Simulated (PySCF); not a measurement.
Al(F)(Cl)(vinyl) (C₂H₃AlClF), SMILES C=[CH][Al]([F])[Cl]. The structure is a stationary point at PBE0-D3(BJ)/def2-SVP. The structure was generated by enumeration; whether it is a known compound was not checked. One conformer was computed; it need not be the lowest.

Give the equilibrium geometry at PBE0-D3(BJ)/def2-SVP (PySCF confirms it by a frequency run) as Cartesian coordinates in Å, and its point group. (Estimate from the structure and the level; the computed values follow.)

This is not unique; one that fits is point group Cs.
```xyz
8

Al     0.5163     0.1571     0.0000
F      1.9422     1.0054     0.0000
Cl    -1.2566     1.2704     0.0000
C      0.4494    -1.7618     0.0000
C     -0.7321    -2.3990     0.0000
H      1.3607    -2.3741     0.0000
H     -0.8095    -3.4935     0.0000
H     -1.6847    -1.8553     0.0000
```
